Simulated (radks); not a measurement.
Values are calculated unless marked as measured or tabulated.
The table gives one normalised radial function P(r) = r R(r) of Nb10+ in [Ar] 3d10 4s2 4p1 (r in bohr). Code: a radial shooting solver on a logarithmic mesh with Libxc functionals. Model: scalar-relativistic Kohn-Sham, BLYP, spin-polarised, spherical densities, finite nucleus; open shells are filled with parallel spins first (spin-orbit coupling, left out, can overturn this in heavy ions); Fermi nuclear charge, rms radius 4.324 fm.

| r | P |
|---|---|
| 0.004343 | 0.0164 |
| 0.006326 | 0.0322 |
| 0.009287 | 0.0633 |
| 0.01353 | 0.1199 |
| 0.0197 | 0.2188 |
| 0.02892 | 0.3818 |
| 0.04212 | 0.6027 |
| 0.06185 | 0.8328 |
| 0.09007 | 0.8986 |
| 0.1312 | 0.5591 |
| 0.1926 | -0.3130 |
| 0.2805 | -1.2894 |
| 0.4118 | -1.6321 |
| 0.5998 | -1.1087 |
| 0.8736 | -0.3979 |
| 1.283 | -0.0597 |
| 1.868 | -0.0029 |
| 2.721 | 0.0000 |

Which n and l does it have? It may be an empty orbital.

Answer. n = 3, l = 1: the number of nodes gives n - l - 1 = 1, the rise at small r (about r^(l+1), flatter next to the nucleus through relativity) gives l, and the extent must fit the shell. The curve is that of 3p down; the table hardly tells the two spins apart. 3p down: eigenvalue -527.32 eV, 1 radial node at r = 0.171 bohr, <r> = 0.443 bohr, 90 % of the charge inside 0.669 bohr.
